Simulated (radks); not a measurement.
Values are calculated unless marked as measured or tabulated.
Task: The mean radii <r> (bohr) of the occupied orbitals of an atom or ion are listed with their occupations. Code: a radial shooting solver on a logarithmic mesh with Libxc functionals. Model: scalar-relativistic Kohn-Sham, PBE, spin-unpolarised, spherical densities, point nucleus.

orbital  occ.      <r>
1s          2  0.04275
2s          2   0.1895
2p          6   0.1654
3s          2   0.5514
3p          6   0.5641
3d         10   0.5904
4s          2    1.675
4p          5    2.105

Name the element and its charge.

Result: Z = 35, bromine, charge 0: Br in [Ar] 3d10 4s2 4p5. The 1s radius gives Z: for a bare nucleus <r> = (2 gamma + 1)/(2Z) with gamma = sqrt(1 - (Z/c)^2), 0.04191 bohr for Z = 35, and screening makes it slightly larger (0.04275 here). The occupations add up to 35, and the charge is Z minus that.
